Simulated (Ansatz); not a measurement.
`C[CH2][Al]([Cl])[Br]`, relaxed with RKS PBE0-D4/def2-TZVP in Ansatz from a PBE-D4/def2-SVP geometry. The force threshold is 0.005 eV/Å; the program also tests the step.

Charge 0, multiplicity 1.

Start:

```xyz
10

C    -0.169   -1.368   -0.113
C    -0.525    0.015    0.453
Al    0.555    1.523   -0.171
Cl    0.295    3.463    0.636
Br    2.117    1.276   -1.799
H     0.866   -1.670    0.150
H    -0.850   -2.155    0.274
H    -0.234   -1.392   -1.221
H    -0.471    0.026    1.565
H    -1.583    0.283    0.225
```

**Question.** By how much does the energy fall, and how many steps does the optimiser take? (Best estimate.)

**Answer.** Ansatz gave: 3.56 kJ/mol, in 9 steps.

**Question.** Which bonds change most? (An estimate is asked.)

**Answer.** The calculation gave: Al3–Cl4 from 2.117 to 2.092 Å; Al3–Br5 from 2.270 to 2.251 Å; C2–H10 from 1.115 to 1.097 Å; C1–H6 from 1.110 to 1.092 Å.

**Question.** Give the relaxed structure. (Estimate.)

**Answer.** Ansatz gave: 
```xyz
10

C    -0.182   -1.352   -0.130
C    -0.515    0.014    0.465
Al    0.551    1.507   -0.168
Cl    0.227    3.446    0.549
Br    2.183    1.244   -1.696
H     0.852   -1.640    0.071
H    -0.826   -2.134    0.281
H    -0.307   -1.361   -1.215
H    -0.418    0.000    1.558
H    -1.564    0.276    0.283
```
